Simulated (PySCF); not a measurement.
Isomers of C3H5Cl. Isolated molecules, 0 K electronic values unless said otherwise. Strings in code marks are SMILES.

These are ωB97X-D3(BJ)/def2-TZVP // PBE0-D3(BJ)/def2-TZVP in PySCF values and carry that method's errors. Excitations are Tamm–Dancoff values on a coarser integration grid. The basis has no diffuse functions, so Rydberg states are missing or too high.

```tsv
species	S1–T1 gap (TDA) (eV)	T1 excitation (TDA) (eV)	HOMO–LUMO gap (eV)
`C=C(C)Cl`	2.70	4.38	11.85
`ClC1CC1`	0.75	6.55	13.39
`C(=C\C)/Cl`	2.75	…	…
`C/C=C\Cl`	2.82	…	11.84
```

Q: Fill in the missing entries.

A: 
- `C(=C\C)/Cl`, T1 excitation (TDA) (eV): 4.32
- `C(=C\C)/Cl`, HOMO–LUMO gap (eV): 11.73
- `C/C=C\Cl`, T1 excitation (TDA) (eV): 4.39
